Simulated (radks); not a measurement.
Sn III, configuration [Kr] 4d10 5s2 (the NIST ground configuration).

Calculated with a radial shooting solver on a logarithmic mesh with Libxc functionals: Dirac Kohn-Sham, PBE, spin-unpolarised, spherical densities, point nucleus.

Energy parts (eV):
part                       energy
total                 -168118.342
kinetic                177031.614
electron-nucleus      -407273.200
Hartree                 66607.247
exchange-correlation    -4484.003

Orbitals (lengths in bohr, moments of r in powers of bohr; <r^-3> diverges for s and p1/2):
1s1/2: occ. 2; eigenvalue (eV) -29012.83; small-component weight 3.37e-02
2s1/2: occ. 2; eigenvalue (eV) -4393.456; small-component weight 7.14e-03
2p1/2: occ. 2; eigenvalue (eV) -4104.889; small-component weight 7.16e-03
2p3/2: occ. 4; eigenvalue (eV) -3874.246; <r^-3> 4301; small-component weight 6.83e-03
3s1/2: occ. 2; eigenvalue (eV) -861.9950; small-component weight 2.06e-03
3p1/2: occ. 2; eigenvalue (eV) -744.8026; small-component weight 2.01e-03
3p3/2: occ. 4; eigenvalue (eV) -702.6854; <r^-3> 800.6; small-component weight 1.92e-03
3d3/2: occ. 4; eigenvalue (eV) -495.6386; <r^-3> 125.8; small-component weight 1.80e-03
3d5/2: occ. 6; eigenvalue (eV) -486.9454; <r^-3> 117.4; small-component weight 1.78e-03
4s1/2: occ. 2; eigenvalue (eV) -151.2876; small-component weight 5.56e-04
4p1/2: occ. 2; eigenvalue (eV) -112.3356; small-component weight 4.95e-04
4p3/2: occ. 4; eigenvalue (eV) -104.7660; <r^-3> 143.8; small-component weight 4.68e-04
4d3/2: occ. 4; eigenvalue (eV) -43.8251; <r^-3> 15.57; small-component weight 3.24e-04
4d5/2: occ. 6; eigenvalue (eV) -42.7761; <r^-3> 14.37; small-component weight 3.17e-04
5s1/2: occ. 2; eigenvalue (eV) -26.0859; small-component weight 8.59e-05

The highest occupied level is 5s1/2 at -26.086 eV. For comparison, the ionisation energy in NIST's Atomic Spectra Database is 30.506 eV (measured). In exact Kohn-Sham theory the highest level is minus the ionisation energy, but local and semilocal functionals leave it too shallow, through self-interaction and a potential that decays too fast; potentials with the right tail come closer. Summed over all electrons, <r^2> = 34.44 bohr^2, which gives a Langevin (diamagnetic) susceptibility term of -27.3 x 10^-6 cm^3/mol.
